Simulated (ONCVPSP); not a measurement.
# What one change does to a pseudopotential (cerium (Ce), ONCV)

ONCVPSP 4.0.1 input, shortened (lines: element, Z, core and valence counts, functional; n l f; lmax; l rc ep ncon nbas qcut; lloc lpopt rc5 dvloc0; l nproj debl; icmod fcfact rcfact), PBEsol, fully relativistic:

```
  Ce 58.00    9    5  -116133      upf
    1    0    2.00
    2    0    2.00
    2    1    6.00
    3    0    2.00
    3    1    6.00
    3    2   10.00
    4    0    2.00
    4    1    6.00
    4    2   10.00
    4    3    1.00
    5    0    2.00
    5    1    6.00
    5    2    1.00
    6    0    2.00
    3
    0    2.00    0.00    3    7    5.40
    1    2.90    0.00    4    7    4.50
    2    2.55    0.00    4    7    3.80
    3    1.75    0.00    5    9   11.60
    4    5    1.20    0.00
    0    3    1.00
    1    2    2.10
    2    1    0.30
    3    2    3.80
    2    0.35    1.05
```

Open shells are filled in proportion to 2j + 1.

All-electron outer shells of the reference configuration (PBEsol, scalar-relativistic, ld1.x):

| shell | level (eV) | outermost node (bohr) | outermost maximum (bohr) |
| --- | --- | --- | --- |
| 4d | -110.40 | 0.31 | 0.66 |
| 5s | -40.61 | 0.75 | 1.37 |
| 5p | -23.22 | 0.81 | 1.55 |
| 4f | -5.42 | – | 0.71 |
| 6s | -3.77 | 1.82 | 3.72 |
| 5d | -3.07 | 0.92 | 2.18 |

Change: reference 4f1 5s2 5p6 5d1 6s1.5.

Cutoffs: the cutoffs (Ha) at which the residual kinetic energy of the hardest occupied pseudo-wave falls to 1 and 0.1 mHa per electron; they do not see the model core or the augmentation charge, which bear on the density cutoff. Errors are all-electron minus pseudo energies relative to the spin-unpolarised reference configuration.

Problem. What does the change do?

Solution. The potential gets neither clearly harder nor softer (52 Ha and 57 Ha → 52 Ha and 57 Ha); both files keep a bound ghost (s).

| quantity | base | changed |
| --- | --- | --- |
| cutoff, loose | 52 Ha | 52 Ha |
| cutoff, tight | 57 Ha | 57 Ha |
| loose cutoff by channel | s 11 Ha, p 6.0 Ha, d 6.2 Ha, f 52 Ha | s 11 Ha, p 6.0 Ha, d 6.2 Ha, f 52 Ha |
| bound ghosts | s | s |
| GHOST(+) flags under 300 eV | p3/2 at 49.7 eV, p1/2 at 58.3 eV, p1/2 at 62.9 eV | p3/2 at 47.0 eV, p1/2 at 56.1 eV, p1/2 at 60.7 eV |
| largest error over its own tests, meV | +9.9 | +228 |
| s: phases at 2.03 bohr within 0.05 rad from the reference energy up to (Ha; the scan ends near 5) | to the end of the scan | to the end of the scan |
| p3/2: phases at 2.95 bohr within 0.05 rad from the reference energy up to (Ha; the scan ends near 5) | 1.8 | 1.7 |
| p1/2: phases at 2.95 bohr within 0.05 rad from the reference energy up to (Ha; the scan ends near 5) | 2.1 | 2.1 |
| d5/2: phases at 2.58 bohr within 0.05 rad from the reference energy up to (Ha; the scan ends near 5) | 1.0 | 0.9 |
| d3/2: phases at 2.58 bohr within 0.05 rad from the reference energy up to (Ha; the scan ends near 5) | 1.1 | 1.0 |
| f7/2: phases at 1.77 bohr within 0.05 rad from the reference energy up to (Ha; the scan ends near 5) | to the end of the scan | to the end of the scan |
| f5/2: phases at 1.77 bohr within 0.05 rad from the reference energy up to (Ha; the scan ends near 5) | to the end of the scan | to the end of the scan |
| rms error of d²Exc/dni dnj with the model core, mHa | 4.29 | 4.39 |

Base: These tests converged, but a pseudo level misses the all-electron one widely, so the file describes the atom poorly there or has found another state: 4f1 5s2 5p6 5d1 6s0 6p2: empty 6s by 8.7 eV. A true bound ghost makes a file unfit for plane-wave use even where its test errors are small: the radial tests pick states by their node count and pass the ghost by.
